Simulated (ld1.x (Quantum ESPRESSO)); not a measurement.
**Before and after: TM potential for Se (Z = 34)**

* Element: Se (Z = 34)
* Generator: ld1.x (Quantum ESPRESSO) 7.5
* Type: norm-conserving Troullier–Martins (Kleinman–Bylander form)
* Functional: LDA (PZ)
* Relativity: scalar-relativistic
* Frozen core: [Ar] 3d10
* Valence charge: 6
* Reference configuration: 4s2 4p4
* Partial waves: 4p (bound): rc 1.50 bohr; 4d channel at -0.15 Ry: rc 1.25 bohr; 4s (bound): rc 1.45 bohr
* Local potential: the s channel
* Core correction: a·sin(br)/r model core inside 0.65 bohr

Change: all radii but the core radius scaled by about 0.75 (s 1.08, p 1.12, d 0.94 bohr).

Cutoffs: the cutoffs (Ry, on a coarse ladder) from which the occupation-weighted sum of valence levels, in a spherical-Bessel basis at the reference potential, stays within 10 and 1 mRy of its value at 400 Ry; they do not see the model core or the augmentation charge, which bear on the density cutoff. Errors are all-electron minus pseudo energies relative to the spin-unpolarised reference configuration.

Question: How do hardness, ghosts and transferability respond?

Answer: The bound ghosts move from d, p to p; of the 9 tests that both files solve, the error grows in 9 and shrinks in 0 by more than 15 % and 0.3 meV (median size 3.6 → 15.4 meV). That the errors move this way runs against the usual rule that smaller radii transfer better.

| quantity | base | changed |
| --- | --- | --- |
| cutoff, loose | 45 Ry | 200 Ry |
| cutoff, tight | 80 Ry | over 300 Ry |
| loose cutoff by channel (10 mRy a level) | p 15 Ry, s 21 Ry | p 160 Ry, s 70 Ry |
| bound ghosts | p, d | p |
| error for 4s2 4p3, meV [ΔE 11.01 eV] | -3.6 | -15 |
| error for 4s2 4p2, meV [ΔE 31.57 eV] | -19 | -60 |
| error for 4s2 4p1, meV [ΔE 62.72 eV] | -57 | -105 |
| error for 4s2 4p3.5, meV [ΔE 4.39 eV] | -1.0 | -3.7 |
| error for 4s1 4p5, meV [ΔE 10.94 eV] | -6.2 | -19 |
| error for 4s2 4p4.3, meV [ΔE -1.64 eV] | +0.2 | -0.7 |
| error for 4s1 4p4, meV [ΔE 22.59 eV] | -16 | -73 |
| error for 4s2 4p4 (spin-polarised), meV [ΔE -0.59 eV] | +1.0 | -4.3 |
| error for 4s2 4p3 (spin-polarised), meV [ΔE 9.37 eV] | -1.6 | -14 |

 A true bound ghost makes a file unfit for plane-wave use even where its test errors are small: the radial tests pick states by their node count and pass the ghost by.
